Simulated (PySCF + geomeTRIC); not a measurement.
The multiplicity is imposed and other spin states were not computed.

Species: [Mo(CO)5(CNH)] (charge 0, multiplicity 1).

Task: Give a relaxed geometry from BP86-D3(BJ)/def2-SVP (PySCF + geomeTRIC).

Result: the end point of this relaxation.
Cartesian coordinates (Å) in one orientation:
```xyz
14

Mo    -0.054     0.013    -0.013
O      3.005    -0.612     0.717
C      1.898    -0.385     0.453
O      0.686     3.086    -0.599
C      0.421     1.977    -0.386
O     -0.667     0.738     3.059
C     -0.443     0.476     1.951
O      0.524    -0.704    -3.093
C      0.315    -0.446    -1.981
O     -0.829    -3.053     0.564
C     -0.549    -1.947     0.355
N     -3.187     0.655    -0.759
C     -2.055     0.421    -0.490
H     -4.149     0.856    -0.988
```
